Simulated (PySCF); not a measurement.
Species: C7H6F3N.
Bonds: F1–C2, C2–F3, C2–F4, C2–C5, C5–C6, C6–C7 (aromatic), C7–C8 (aromatic), C8–C9 (aromatic), C9–N10 (aromatic), N10–C11 (aromatic), C6–C11 (aromatic). Hydrogens: H12, H13 on C5; H14 on C7; H15 on C8; H16 on C9; H17 on C11.

The same species was optimised twice, with GFN2-xTB and with PBE0-D3(BJ)/def2-SVP (PySCF), and the same property calculations (PySCF, gas phase) were run on both structures.

```json
{"coordinate": "N10–C11 (Å)", "GFN2-xTB": "1.319", "PBE0-D3(BJ)/def2-SVP": "1.328", "change": "+0.009"}
{"coordinate": "C9–N10 (Å)", "GFN2-xTB": "1.321", "PBE0-D3(BJ)/def2-SVP": "1.330", "change": "+0.009"}
{"coordinate": "C2–C5 (Å)", "GFN2-xTB": "1.520", "PBE0-D3(BJ)/def2-SVP": "1.511", "change": "-0.009"}
{"coordinate": "C8–C9 (Å)", "GFN2-xTB": "1.387", "PBE0-D3(BJ)/def2-SVP": "1.395", "change": "+0.008"}
{"coordinate": "C6–C11 (Å)", "GFN2-xTB": "1.392", "PBE0-D3(BJ)/def2-SVP": "1.399", "change": "+0.007"}
{"coordinate": "C2–F4 (Å)", "GFN2-xTB": "1.343", "PBE0-D3(BJ)/def2-SVP": "1.336", "change": "-0.007"}
{"coordinate": "C6–C7 (Å)", "GFN2-xTB": "1.390", "PBE0-D3(BJ)/def2-SVP": "1.397", "change": "+0.007"}
{"coordinate": "C7–C8 (Å)", "GFN2-xTB": "1.384", "PBE0-D3(BJ)/def2-SVP": "1.391", "change": "+0.007"}
{"coordinate": "C2–F3 (Å)", "GFN2-xTB": "1.339", "PBE0-D3(BJ)/def2-SVP": "1.334", "change": "-0.005"}
{"coordinate": "C5–C6 (Å)", "GFN2-xTB": "1.505", "PBE0-D3(BJ)/def2-SVP": "1.500", "change": "-0.005"}
{"coordinate": "F1–C2 (Å)", "GFN2-xTB": "1.341", "PBE0-D3(BJ)/def2-SVP": "1.338", "change": "-0.003"}
{"coordinate": "C2–C5–C6 (°)", "GFN2-xTB": "110.1", "PBE0-D3(BJ)/def2-SVP": "113.1", "change": "+3.0"}
{"coordinate": "F3–C2–F4 (°)", "GFN2-xTB": "106.5", "PBE0-D3(BJ)/def2-SVP": "107.6", "change": "+1.1"}
{"coordinate": "F1–C2–F4 (°)", "GFN2-xTB": "106.4", "PBE0-D3(BJ)/def2-SVP": "107.4", "change": "+1.0"}
{"coordinate": "F4–C2–C5 (°)", "GFN2-xTB": "111.8", "PBE0-D3(BJ)/def2-SVP": "110.7", "change": "-1.1"}
{"coordinate": "F1–C2–C5 (°)", "GFN2-xTB": "112.5", "PBE0-D3(BJ)/def2-SVP": "111.6", "change": "-0.9"}
{"coordinate": "C5–C6–C7 (°)", "GFN2-xTB": "121.1", "PBE0-D3(BJ)/def2-SVP": "121.9", "change": "+0.8"}
{"coordinate": "F3–C2–C5 (°)", "GFN2-xTB": "112.5", "PBE0-D3(BJ)/def2-SVP": "111.7", "change": "-0.8"}
{"coordinate": "F1–C2–F3 (°)", "GFN2-xTB": "106.7", "PBE0-D3(BJ)/def2-SVP": "107.5", "change": "+0.8"}
{"coordinate": "F1–C2–C5–C6 (°)", "GFN2-xTB": "-61", "PBE0-D3(BJ)/def2-SVP": "-62", "change": "-1"}
{"coordinate": "C2–C5–C6–C7 (°)", "GFN2-xTB": "84", "PBE0-D3(BJ)/def2-SVP": "80", "change": "-4"}
```

Rotational constants: A = 2650, B = 676.6, C = 619.0 MHz (GFN2-xTB) against A = 2662, B = 661.8, C = 604.5 MHz (PBE0-D3(BJ)/def2-SVP). Point groups within 0.08 Å: C1 and C1.

On the GFN2-xTB structure: HOMO (eV) -7.58 [PBE0/pcSseg-1]; LUMO (eV) -1.04 [PBE0/pcSseg-1]; dipole (D) 2.62 [PBE0/pcSseg-1]; GIAO shielding of F1/F3/F4 (mean) (ppm) 254.1 [PBE0/pcSseg-1]; GIAO shielding of C2 (ppm) 52.4 [PBE0/pcSseg-1]; GIAO shielding of C5 (ppm) 144.2 [PBE0/pcSseg-1]; GIAO shielding of C6 (ppm) 55.4 [PBE0/pcSseg-1]; GIAO shielding of C7 (ppm) 42.5 [PBE0/pcSseg-1]; GIAO shielding of C8 (ppm) 58.6 [PBE0/pcSseg-1]; GIAO shielding of C9 (ppm) 31.3 [PBE0/pcSseg-1]; GIAO shielding of N10 (ppm) -95.1 [PBE0/pcSseg-1].

Question: What do these properties become on the PBE0-D3(BJ)/def2-SVP structure?

Answer: 
```
                                    property          level  on GFN2-xTB  on PBE0-D3(BJ)/def2-SVP  change
                                   HOMO (eV)  PBE0/pcSseg-1        -7.58                    -7.62   -0.04
                                   LUMO (eV)  PBE0/pcSseg-1        -1.04                    -1.10   -0.06
                                  dipole (D)  PBE0/pcSseg-1         2.62                     2.45   -0.17
energy, GFN2-xTB geometry as zero (kcal/mol)  PBE0/pcSseg-1          0.0                     -0.6    -0.6
     GIAO shielding of F1/F3/F4 (mean) (ppm)  PBE0/pcSseg-1        254.1                    258.3    +4.2
                  GIAO shielding of C2 (ppm)  PBE0/pcSseg-1         52.4                     54.2    +1.8
                  GIAO shielding of C5 (ppm)  PBE0/pcSseg-1        144.2                    143.9    -0.3
                  GIAO shielding of C6 (ppm)  PBE0/pcSseg-1         55.4                     53.8    -1.6
                  GIAO shielding of C7 (ppm)  PBE0/pcSseg-1         42.5                     41.1    -1.4
                  GIAO shielding of C8 (ppm)  PBE0/pcSseg-1         58.6                     56.3    -2.3
                  GIAO shielding of C9 (ppm)  PBE0/pcSseg-1         31.3                     28.6    -2.7
                 GIAO shielding of N10 (ppm)  PBE0/pcSseg-1        -95.1                    -98.5    -3.4
```

The heavy atoms differ by 0.061 Å rms after alignment. Among bonds between heavy atoms C2–C5, C8–C9, C9–N10 and N10–C11 change most and about equally (-0.009 to +0.009 Å). Changes are differences of the printed values. Neither structure is proved a minimum here.

Conformer computed: `[F:1][C:2]([F:3])([F:4])[CH2:5][c:6]1[cH:7][cH:8][cH:9][n:10][cH:11]1`: F1–C2–C5–C6 -62°, C2–C5–C6–C7 80°.
